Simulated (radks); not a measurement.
The numbers below are computed, except where a source is named.
Problem. Radial electron density D(r) = 4 pi r^2 rho(r) of an atom or ion with 57 electrons. Level of theory: scalar-relativistic Kohn-Sham, LDA (Slater exchange, Perdew-Wang correlation), spin-polarised, spherical densities, finite nucleus; Fermi nuclear charge, rms radius of each element as measured or else 0.836 A^(1/3) + 0.57 fm (a radial shooting solver on a logarithmic mesh with Libxc functionals).

```
   r/bohr * D(r) (the largest magnitude, 113, reaches the edge; | marks zero)
 0.002346 |       *
 0.002688 |        *
 0.003079 |          *
 0.003528 |            *
 0.004042 |               *
  0.00463 |                  *
 0.005305 |                     *
 0.006078 |                        *
 0.006963 |                            *
 0.007978 |                               *
  0.00914 |                                  *
  0.01047 |                                     *
    0.012 |                                       *
  0.01374 |                                        *
  0.01575 |                                        *
  0.01804 |                                        *
  0.02083 |                                      *
  0.02387 |                                     *
  0.02735 |                                    *
  0.03133 |                                    *
   0.0359 |                                      *
  0.04113 |                                         *
  0.04712 |                                              *
  0.05398 |                                                  *
  0.06185 |                                                      *
  0.07085 |                                                      *
  0.08118 |                                                   *
    0.093 |                                               *
   0.1066 |                                          *
   0.1221 |                                        *
   0.1399 |                                          *
   0.1602 |                                             *
   0.1851 |                                                *
    0.212 |                                              *
   0.2429 |                                       *
   0.2783 |                             *
   0.3188 |                      *
   0.3653 |                   *
   0.4185 |                    *
   0.4794 |                      *
   0.5493 |                      *
   0.6293 |                   *
    0.721 |              *
    0.826 |         *
   0.9464 |      *
    1.084 |     *
    1.242 |    *
    1.423 |   *
    1.644 | *
    1.883 |*
    2.157 *
    2.472 *
    2.832 *
    3.244 *
    3.717 *
    4.258 *
```

What is the nuclear charge?

Solution. Z = 64. The innermost maximum, from 1s, lies near gamma/Z bohr with gamma = sqrt(1 - (Z/c)^2) = 0.884, here 0.0138 bohr (found: 0.0151), and its height grows with Z. The density is that of the gadolinium ion Gd7+ in [Kr] 4d10 4f4 5s2 5p5; the configuration itself is not fixed sharply by these data, and Z only to a few units. D(r) has 4 maxima, at r = 0.0151, 0.0675, 0.188, 0.507 bohr, and minima at 0.0289, 0.124, 0.371 bohr, inside which lie 1.93, 11.18, 29.27 electrons.
